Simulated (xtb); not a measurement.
Job for xtb: GFN1-xTB on H2 (SMILES [H][H]).

```
$ xtb mol.xyz --gfn 1 --sp --chrg 0 --uhf 0
2

H      0.00000000     0.00000000     0.37198582
H     -0.00000000    -0.00000000    -0.37198582
```

The log:

```
[...]
           -------------------------------------------------
          |                Calculation Setup                |
           -------------------------------------------------



           -------------------------------------------------
          |                 G F N 1 - x T B                 |
           -------------------------------------------------

        Reference                      10.1021/acs.jctc.7b00118
      * Hamiltonian:
        H0-scaling (s, p, d)           1.850000    2.250000    2.000000
        zeta-weighting                 0.000000
      * Dispersion:
        s8                             2.400000
        a1                             0.630000
        a2                             5.000000
        s9                             0.000000
      * Repulsion:
        kExp                           1.500000
        rExp                           1.000000
      * Coulomb:
        alpha                          2.000000
        third order                    atomic
        anisotropic                    false
      * Halogen bond correction:
        rad-scale                      1.300000
        damping                        0.440000


          ...................................................
          :                      SETUP                      :
          :.................................................:
          :  # basis functions                   4          :
          :  # atomic orbitals                   4          :
          :  # shells                            4          :
          :  # electrons                         2          :
          :  # halogen bonds                     0          :
          :  max. iterations                   250          :
          :  Hamiltonian                  GFN1-xTB          :
          :  restarted?                      false          :
          :  GBSA solvation                  false          :
          :  PC potential                    false          :
          :  electronic temp.          300.0000000     K    :
          :  accuracy                    1.0000000          :
          :  -> integral cutoff          0.2500000E+02      :
          :  -> integral neglect         0.1000000E-07      :
          :  -> SCF convergence          0.1000000E-05 Eh   :
          :  -> wf. convergence          0.2000000E-04 e    :
          :  Broyden damping             0.4000000          :
          :  net charge                          0          :
          :  unpaired electrons                  0          :
          ...................................................

 iter      E             dE          RMSdq      gap      omega  full diag
   1     -1.0585289 -0.105853E+01  0.320E-03   11.87       0.0  T
   2     -1.0585289  0.222045E-15  0.192E-03   11.87      36.8  T
   3     -1.0585289  0.000000E+00  0.853E-11   11.87  100000.0  T
   4     -1.0585289  0.000000E+00  0.393E-15   11.87  100000.0  T

   *** convergence criteria satisfied after 4 iterations ***

         #    Occupation            Energy/Eh            Energy/eV
      -------------------------------------------------------------
         1        2.0000           -0.5292644             -14.4020 (HOMO)
         2                         -0.0928785              -2.5274 (LUMO)
         3                         -0.0746705              -2.0319
         4                          0.2617633               7.1229
      -------------------------------------------------------------
                  HL-Gap            0.4363860 Eh           11.8747 eV
             Fermi-level           -0.3110714 Eh           -8.4647 eV

 SCC (total)                   0 d,  0 h,  0 min,  0.002 sec
Note: The following floating-point exceptions are signalling: IEEE_DENORMAL
normal termination of xtb
 SCC setup                      ...        0 min,  0.000 sec (  7.867%)
 Dispersion                     ...        0 min,  0.000 sec (  4.251%)
 classical contributions        ...        0 min,  0.000 sec (  2.232%)
 integral evaluation            ...        0 min,  0.000 sec (  7.622%)
 iterations                     ...        0 min,  0.001 sec ( 64.280%)
 molecular gradient             ...        0 min,  0.000 sec (  7.363%)
 printout                       ...        0 min,  0.000 sec (  5.472%)

         :::::::::::::::::::::::::::::::::::::::::::::::::::::
         ::                     SUMMARY                     ::
         :::::::::::::::::::::::::::::::::::::::::::::::::::::
         :: total energy              -1.036289323413 Eh    ::
         :: gradient norm              0.029643937781 Eh/a0 ::
         :: HOMO-LUMO gap             11.874666822780 eV    ::
         ::.................................................::
         :: SCC energy                -1.058528856229 Eh    ::
         :: -> electrostatic          -0.000000000000 Eh    ::
         :: repulsion energy           0.022275065806 Eh    ::
         :: dispersion energy         -0.000035532989 Eh    ::
         :: halogen bond corr.         0.000000000000 Eh    ::
         :: add. restraining           0.000000000000 Eh    ::
         :: total charge               0.000000000000 e     ::
         :::::::::::::::::::::::::::::::::::::::::::::::::::::

           -------------------------------------------------
          |                Property Printout                |
           -------------------------------------------------

    * Orbital Energies and Occupations

         #    Occupation            Energy/Eh            Energy/eV
      -------------------------------------------------------------
         1        2.0000           -0.5292644             -14.4020 (HOMO)
         2                         -0.0928785              -2.5274 (LUMO)
         3                         -0.0746705              -2.0319
         4                          0.2617633               7.1229
      -------------------------------------------------------------
                  HL-Gap            0.4363860 Eh           11.8747 eV
             Fermi-level           -0.3110714 Eh           -8.4647 eV

  Mulliken/CM5 charges         n(s)   n(p)   n(d)
     1H     0.00000  0.00000   1.000  0.000  0.000
     2H     0.00000  0.00000   1.000  0.000  0.000

Wiberg/Mayer (AO) data.
largest (>0.10) Wiberg bond orders for each atom

 ---------------------------------------------------------------------------
     #   Z sym  total        # sym  WBO       # sym  WBO       # sym  WBO
 ---------------------------------------------------------------------------
     1   1 H    1.000 --     2 H    1.000
     2   1 H    1.000 --     1 H    1.000
 ---------------------------------------------------------------------------

Topologies differ in total number of bonds
Writing topology from bond orders to xtbtopo.mol

 dipole moment from electron density (au)
     X       Y       Z
   0.0000   0.0000   0.0000  total (Debye):    0.000


           -------------------------------------------------
          | TOTAL ENERGY               -1.036289323413 Eh   |
          | GRADIENT NORM               0.029643937781 Eh/α |
          | HOMO-LUMO GAP              11.874666822780 eV   |
           -------------------------------------------------

------------------------------------------------------------------------
------------------------------------------------------------------------
 total:
 SCF:
```

The run finished.

Cost: roughly 0.06 core-seconds.
